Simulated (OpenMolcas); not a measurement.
# Co3+: the spin-orbit constant, Racah parameters, worked from levels

| Property | Result |
| --- | --- |
| Program | OpenMolcas |
| Basis | ANO-R3 [8s5p5d3f2g1h] |
| Scalar Hamiltonian | X2C, finite nucleus |
| Active space | 6 electrons in 5 orbitals (3d) |
| State averaging | 2S+1 = 5 even, 5 roots; 2S+1 = 3 even, 45 roots; 2S+1 = 1 even, 50 roots |
| Spin-orbit coupling | state interaction with AMFI integrals over the reference wave functions, term energies averaged over their components |

Methods: CASSCF; MS-CASPT2, IPEA 0.25 Eh, imaginary shift 0.1 Eh (closed shells correlated: 3s 3p). Measured levels: Sugar and Corliss, J. Phys. Chem. Ref. Data 10, 1097 (1981).

**The spin-orbit constant.** For the Hund term ⁵D of d6, E(J) = (A/2) J(J+1) + constant and ζ = -2S·A = -4A. From J = 0 to J = 4 the energy changes by 10 A.

```
   Source  E(4) - E(0)       A    ζ
   CASSCF      -1480.9  -148.1  592
MS-CASPT2      -1472.6  -147.3  589
 measured      -1493.6  -149.4  597
```

All in cm-1. MS-CASPT2 is off by -1.4 % and CASSCF by -0.9 %. Both methods take the spin-orbit matrix elements from the reference wave functions, so the second can move ζ only through the term energies and any multistate remixing. Second-order mixing with other terms is absorbed into this ζ.

**Racah parameters.** Above ⁵D, d6 has ³G at 9B + 4C, ³H at 4B + 4C and ³D at 16B + 4C. The first two fix B and C, and the third tests them; where it misses by thousands of cm-1, two parameters do not describe the configuration (Trees and configuration-interaction terms are left out) and B and C hang on the terms chosen. Term energies are centres of gravity, weighted by 2J + 1.

```csv
Source,³G,³H,B,C,C/B,"³D from B, C",³D found
CASSCF,32865,25847,1404,5058,3.60,42696,42226
MS-CASPT2,28824,23306,1104,4723,4.28,36556,35876
```

Energies in cm-1. From CASSCF to MS-CASPT2, B changes by -21.4 % and C by -6.6 %.

Term energies are means over components that CASPT2 splits; among the terms shown or strongly mixed into the levels shown the widest spread is 250 cm-1 (3d⁶ ³G, MS-CASPT2). Without dynamic correlation excited terms often stand tens of per cent too high (terms of higher spin than the ground term too low), and those without a measured partner can miss by more than the paired ones (holds for CASSCF). Computed and measured levels are paired by configuration, term and J; levels that our copy of the source lacks, or whose pairing is in doubt (as where it misses far off the trend of its configuration), stay unpaired and out of the deviations. Only configurations of the active space appear.
